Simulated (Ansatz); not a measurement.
Si8Ge8H26, an alloyed nanocrystal cut from the lattice of silicon (8 Ge, core). Total charge 0; singlet. Geometry r2SCAN-D4/def2-SVP.

```xyz
42

Ge    0.720   -1.234   -1.796
Ge   -2.186   -0.354    0.764
Ge    1.538    0.816    1.494
Ge    2.845   -0.519   -2.733
Ge    1.056   -3.304   -0.569
Ge    3.650    1.500    0.505
Ge    1.868   -1.272    2.692
Ge   -0.119    0.433   -0.241
Si    4.426   -0.215   -0.967
Si    2.655   -2.938    1.169
Si   -4.049    1.301   -2.141
Si   -3.245    3.310    1.083
Si   -3.776   -0.719   -0.976
Si    4.687   -2.227    0.222
Si   -2.963    1.312    2.284
Si   -4.795    2.958   -0.649
H     5.750    0.186   -1.546
H     2.890   -4.222    1.910
H    -0.310   -1.452   -2.927
H    -1.884   -1.671    1.510
H     1.030    1.906    2.464
H    -5.034    1.141   -3.258
H    -2.735    1.714   -2.730
H    -1.931    3.727    0.500
H    -3.729    4.406    1.983
H     3.359   -1.584   -3.723
H     2.655    0.798   -3.511
H     1.570   -4.399   -1.525
H    -0.282   -3.787    0.024
H    -3.284   -1.804   -1.883
H    -5.092   -1.146   -0.401
H     5.201   -3.287   -0.705
H     5.700   -2.031    1.310
H     4.687    1.749    1.619
H     3.458    2.820   -0.268
H     2.901   -1.069    3.818
H     0.543   -1.721    3.342
H    -0.394    1.754   -0.995
H    -1.968    1.483    3.390
H    -4.272    0.902    2.885
H    -5.053    4.238   -1.383
H    -6.087    2.501   -0.043
```

Single mean-field runs in def2-SVP, def2-TZVP are fitted with def2-universal-jkfit.

Problem. Estimate the orbital energies around the gap (eV) in Ansatz with PBE-D4/def2-SVP, PBE-D4/def2-TZVP, r2SCAN-D4/def2-TZVP, PBE0-D4/def2-SVP, PBE0-D4/def2-TZVP.

Solution. 
```json
{"orbital": "HOMO−5", "PBE-D4/def2-SVP": "-6.78", "PBE-D4/def2-TZVP": "-6.77", "r2SCAN-D4/def2-TZVP": "-7.03", "PBE0-D4/def2-SVP": "-7.84", "PBE0-D4/def2-TZVP": "-7.79"}
{"orbital": "HOMO−4", "PBE-D4/def2-SVP": "-6.68", "PBE-D4/def2-TZVP": "-6.69", "r2SCAN-D4/def2-TZVP": "-6.95", "PBE0-D4/def2-SVP": "-7.72", "PBE0-D4/def2-TZVP": "-7.69"}
{"orbital": "HOMO−3", "PBE-D4/def2-SVP": "-6.66", "PBE-D4/def2-TZVP": "-6.67", "r2SCAN-D4/def2-TZVP": "-6.92", "PBE0-D4/def2-SVP": "-7.67", "PBE0-D4/def2-TZVP": "-7.63"}
{"orbital": "HOMO−2", "PBE-D4/def2-SVP": "-6.57", "PBE-D4/def2-TZVP": "-6.60", "r2SCAN-D4/def2-TZVP": "-6.86", "PBE0-D4/def2-SVP": "-7.61", "PBE0-D4/def2-TZVP": "-7.60"}
{"orbital": "HOMO−1", "PBE-D4/def2-SVP": "-6.37", "PBE-D4/def2-TZVP": "-6.37", "r2SCAN-D4/def2-TZVP": "-6.61", "PBE0-D4/def2-SVP": "-7.35", "PBE0-D4/def2-TZVP": "-7.31"}
{"orbital": "HOMO", "PBE-D4/def2-SVP": "-6.21", "PBE-D4/def2-TZVP": "-6.22", "r2SCAN-D4/def2-TZVP": "-6.46", "PBE0-D4/def2-SVP": "-7.17", "PBE0-D4/def2-TZVP": "-7.13"}
{"orbital": "LUMO", "PBE-D4/def2-SVP": "-1.62", "PBE-D4/def2-TZVP": "-1.75", "r2SCAN-D4/def2-TZVP": "-1.60", "PBE0-D4/def2-SVP": "-0.95", "PBE0-D4/def2-TZVP": "-1.05"}
{"orbital": "LUMO+1", "PBE-D4/def2-SVP": "-1.56", "PBE-D4/def2-TZVP": "-1.72", "r2SCAN-D4/def2-TZVP": "-1.56", "PBE0-D4/def2-SVP": "-0.87", "PBE0-D4/def2-TZVP": "-0.98"}
{"orbital": "LUMO+2", "PBE-D4/def2-SVP": "-1.50", "PBE-D4/def2-TZVP": "-1.63", "r2SCAN-D4/def2-TZVP": "-1.48", "PBE0-D4/def2-SVP": "-0.82", "PBE0-D4/def2-TZVP": "-0.93"}
{"orbital": "LUMO+3", "PBE-D4/def2-SVP": "-1.41", "PBE-D4/def2-TZVP": "-1.56", "r2SCAN-D4/def2-TZVP": "-1.40", "PBE0-D4/def2-SVP": "-0.69", "PBE0-D4/def2-TZVP": "-0.80"}
{"orbital": "LUMO+4", "PBE-D4/def2-SVP": "-1.27", "PBE-D4/def2-TZVP": "-1.43", "r2SCAN-D4/def2-TZVP": "-1.24", "PBE0-D4/def2-SVP": "-0.54", "PBE0-D4/def2-TZVP": "-0.64"}
{"orbital": "LUMO+5", "PBE-D4/def2-SVP": "-1.22", "PBE-D4/def2-TZVP": "-1.35", "r2SCAN-D4/def2-TZVP": "-1.19", "PBE0-D4/def2-SVP": "-0.49", "PBE0-D4/def2-TZVP": "-0.63"}
```
